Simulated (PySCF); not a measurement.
Electron correlation in Tl (thallium, neutral)

[Xe] 4f14 5d10 6s1 6p1 7s1, high-spin 4P determinant (an excited configuration). Computed with PySCF 2.14 in aug-cc-pVTZ-PP with ECP60MDF (6s5p4d2f, 55 functions), with scalar relativity through the core potential. Frozen: 5s2 5p6 5d10; 3 electrons correlated.

```tsv
level	correlation energy (mhartree)
CCSD	-8.77
(T)	-0.07
CCSD(T)	-8.84
```

Diagnostics: T1 = 0.010, D1 = 0.0232, largest double amplitude 0.036.

Spin-orbit coupling, absent here, splits the open shell strongly. The outer electron is Rydberg-like, and this basis confines it to a smaller radius and binds it less than a complete one would.

Cost of the coupled-cluster step: roughly 0.5 core-seconds, for 3 correlated electrons.

Iterations:

```
CC2 = 0
CCSD nocc = (np.int64(3), np.int64(0)), nmo = (46, 46)
frozen orbitals [[0, 1, 2, 3, 4, 5, 6, 7, 8], [0, 1, 2, 3, 4, 5, 6, 7, 8]]
max_cycle = 100
direct = 0
conv_tol = 1e-08
conv_tol_normt = 1e-06
diis_space = 8
diis_start_cycle = 0
Init t2, MP2 energy = -0.00557407388236443
Init E_corr(UCCSD) = -0.00557407388352828
cycle = 1  E_corr(UCCSD) = -0.00745596765547739  dE = -0.00188189377  norm(t1,t2) = 0.0300448
cycle = 2  E_corr(UCCSD) = -0.00817592564606993  dE = -0.000719957991  norm(t1,t2) = 0.0142154
cycle = 3  E_corr(UCCSD) = -0.00874271549788052  dE = -0.000566789852  norm(t1,t2) = 0.0075979
cycle = 4  E_corr(UCCSD) = -0.00872786260643715  dE = 1.48528914e-05  norm(t1,t2) = 0.00316291
cycle = 5  E_corr(UCCSD) = -0.00877635380974341  dE = -4.84912033e-05  norm(t1,t2) = 0.00203382
cycle = 6  E_corr(UCCSD) = -0.00877072068201134  dE = 5.63312773e-06  norm(t1,t2) = 0.000316158
cycle = 7  E_corr(UCCSD) = -0.0087752397419399  dE = -4.51905993e-06  norm(t1,t2) = 8.77783e-05
cycle = 8  E_corr(UCCSD) = -0.00877324197140587  dE = 1.99777053e-06  norm(t1,t2) = 3.62571e-05
cycle = 9  E_corr(UCCSD) = -0.00877413856545424  dE = -8.96594048e-07  norm(t1,t2) = 1.4514e-05
cycle = 10  E_corr(UCCSD) = -0.00877398644501663  dE = 1.52120438e-07  norm(t1,t2) = 4.11431e-06
cycle = 11  E_corr(UCCSD) = -0.00877398678585346  dE = -3.40836828e-10  norm(t1,t2) = 1.35944e-06
cycle = 12  E_corr(UCCSD) = -0.00877398790054587  dE = -1.11469241e-09  norm(t1,t2) = 4.4773e-07
UCCSD converged
E(UCCSD) = -171.2348075591275  E_corr = -0.008773987900545869
UCCSD(T) correction = -7.31784671292651e-05
```
